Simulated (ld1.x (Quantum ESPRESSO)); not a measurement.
**Configuration tests for Pt (ultrasoft)**

* Element: Pt
* Generator: ld1.x (Quantum ESPRESSO) 7.5
* Type: ultrasoft
* Functional: BLYP
* Relativity: scalar-relativistic
* Frozen core: [Xe] 4f14
* Valence charge: 10
* Reference configuration: 5d9 6s0.75 6p0 (charge +0.25)
* Partial waves: 6s (bound): rcut 1.55, rcutus 2.15 bohr; 6s channel at 0.1 Ry: rcut 1.55, rcutus 2.15 bohr; 6p (bound, empty): rcut 3.35, rcutus 4.10 bohr; 6p channel at 2.9 Ry: rcut 3.35, rcutus 4.10 bohr; 5d (bound): rcut 1.15, rcutus 1.45 bohr; 5d channel at 1.15 Ry: rcut 1.15, rcutus 1.45 bohr
* Local potential: all-electron potential smoothed inside 1.95 bohr (lloc = -1)
* Core correction: Bessel-smoothed model core, default radius (core density twice the valence density)
* Augmentation charge: PSQ, radius 0.90 bohr

Energies are relative to the spin-unpolarised reference configuration 5d9 6s0.75 6p0; without spin polarisation the order of configurations can differ from experiment. The frozen-core shift is the all-electron ΔE with the core orbitals held at their reference shape minus the fully relaxed ΔE.

Task: Give the all-electron excitation energy and the error of the potential for: 5d9 6s1 6p0; 5d9 6s0 6p0; 5d8 6s0 6p0; 5d10 6s0 6p0; 5d9 6s0 6p1; 5d8 6s1 6p0; 5d8 6s1 6p1.

Result:

```
valence configuration  charge  ΔE all-electron (eV)  error AE − PS (meV)  frozen-core shift (meV)
          5d9 6s1 6p0       0                -1.631                 +0.4                     -0.6
          5d9 6s0 6p0      +1                 7.611                 -6.5                     +3.8
          5d8 6s0 6p0      +2                27.489                  -39                      +36
         5d10 6s0 6p0       0                -1.538                  -19                      +17
          5d9 6s0 6p1       0                 3.404                 -2.9                     +1.1
          5d8 6s1 6p0      +1                 9.414                  -25                      +20
          5d8 6s1 6p1       0                 4.794                  -24                      +20
```

A variational frozen-core shift is positive and of second order in the change. This column holds negative values, so the frozen-core run of ld1.x carries numerical noise or an error of first order here, and the column gives no more than the rough size of the effect.

Note: ghost state, extra bound levels that the all-electron valence spectrum of the same l lacks: s at -33.6 eV. A true bound ghost makes a file unfit for plane-wave use.
